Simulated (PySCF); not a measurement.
Isomers of C9H11N, from PySCF, PBE0-D3(BJ)/def2-SVP geometry optimisation, gas phase. One conformer each, no zero-point energy, no frequencies.

**Question.** Which isomer lies lowest at this level?
A. `C[C@H]1CC2=C1C=CC(N)=C2`: A = 3360, B = 896.6, C = 745.4 MHz, dipole 1.53 D
B. `[CH2:1]=[C:2]([CH3:3])[c:4]1[cH:5][cH:6][cH:7][cH:8][c:9]1[NH2:10]` with C1–C2–C4–C5 -141° (2-isopropenylaniline): A = 2186, B = 1169, C = 808.5 MHz, dipole 1.59 D
C. `[cH:1]1[cH:2][cH:3][c:4]([CH:5]2[CH2:6][CH2:7][CH2:8]2)[n:9][cH:10]1` with C3–C4–C5–C6 -127°, C4–C5–C6–C7 -140°, C5–C6–C7–C8 19°, C6–C7–C8–C5 -19°, C4–C5–C8–C7 140°: A = 3710, B = 825.9, C = 754.4 MHz, dipole 1.75 D

**Answer.** B. That is 2-isopropenylaniline (`C=C(C)c1ccccc1N`), 7.0 kcal/mol below the next.

```
              SMILES                                                         mapped SMILES      E (Eh)  relative (kcal/mol)  relative (kJ/mol)  dipole (D)
     C=C(C)c1ccccc1N    [CH2:1]=[C:2]([CH3:3])[c:4]1[cH:5][cH:6][cH:7][cH:8][c:9]1[NH2:10]  -403.57066                  0.0                0.0        1.59
    c1ccc(C2CCC2)nc1  [cH:1]1[cH:2][cH:3][c:4]([CH:5]2[CH2:6][CH2:7][CH2:8]2)[n:9][cH:10]1  -403.55957                  7.0               29.1        1.75
C[C@H]1Cc2cc(N)ccc21  [CH3:1][C@H:2]1[CH2:3][c:4]2[cH:5][c:6]([NH2:7])[cH:8][cH:9][c:10]21  -403.55956                  7.0               29.2        1.53
```

As drawn, the lowest has a C=C bond outside aromatic rings, which the highest lacks; the highest has a four-membered ring, which the lowest lacks.
